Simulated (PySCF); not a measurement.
# NaCa⁻: input and log

State: ¹Σ⁺ (singlet), closed shell.

An equivalent input (the run itself took its basis sets from the Basis Set Exchange, started from a PBE0 density and held the occupation σ 10α 10β, πx 3α 3β, πy 3α 3β):

```python
from pyscf import gto, dft
mol = gto.M(atom='Na 0 0 0; Ca 0 0 3.962', basis={'Na': 'aug-pcseg-1', 'Ca': 'aug-pcseg-1'},
            charge=-1, spin=0, verbose=4, symmetry='C2v')
mf = dft.UKS(mol, xc='PBE0')
mf.grids.atom_grid = (80, 434)
mf.grids.prune = dft.gen_grid.treutler_prune
mf.irrep_nelec = {'A1': (10, 10), 'B1': (3, 3), 'B2': (3, 3)}
mf.conv_tol = 1e-9
mf.max_cycle = 60
mf.diis_space = 10
mf.kernel()
```

The log (some set-up lines and the per-cycle HOMO/LUMO lines removed):

```
******** <class 'pyscf.dft.uks_symm.SymAdaptedUKS'> ********
method = SymAdaptedUKS
damping factor = 0
level_shift factor = 0
DIIS = <class 'pyscf.scf.diis.CDIIS'>
diis_start_cycle = 1
diis_space = 10
diis_damp = 0
SCF conv_tol = 1e-09
SCF conv_tol_grad = None
SCF max_cycles = 60
number electrons alpha = 16  beta = 16
Set gradient conv threshold to 3.16228e-05
init E= -839.50478275261
cycle= 1 E= -839.502775989063  delta_E= 0.00201  |g|= 0.00433  |ddm|= 0.0677
cycle= 2 E= -839.502775515827  delta_E= 4.73e-07  |g|= 0.00533  |ddm|= 0.0554
cycle= 3 E= -839.502825555052  delta_E= -5e-05  |g|= 0.00041  |ddm|= 0.0217
cycle= 4 E= -839.502826023153  delta_E= -4.68e-07  |g|= 7.97e-05  |ddm|= 0.00383
cycle= 5 E= -839.502826056834  delta_E= -3.37e-08  |g|= 6.82e-05  |ddm|= 0.00118
cycle= 6 E= -839.50282607314  delta_E= -1.63e-08  |g|= 6.86e-06  |ddm|= 0.000729
cycle= 7 E= -839.502826073445  delta_E= -3.05e-10  |g|= 2.1e-06  |ddm|= 0.000166
Extra cycle  E= -839.502826073473  delta_E= -2.79e-11  |g|= 1.61e-06  |ddm|= 6.21e-05
converged SCF energy = -839.502826073473  <S^2> = -1.4210855e-14  2S+1 = 1
```

Repeating this along the bond gives Re = 3.958 Å and ωe = 91.3 cm⁻¹.

A point of this curve took 0.9 CPU seconds beside 0.11 for the integrals, on Arm Neoverse V2 (shared host).

Closed-shell solutions of metal pairs were not tested for spin polarisation, which can lower them a little. The highest Kohn–Sham level is positive in this anion. Much of that is self-interaction error, but it also means that the finite basis helps to hold the extra electron.
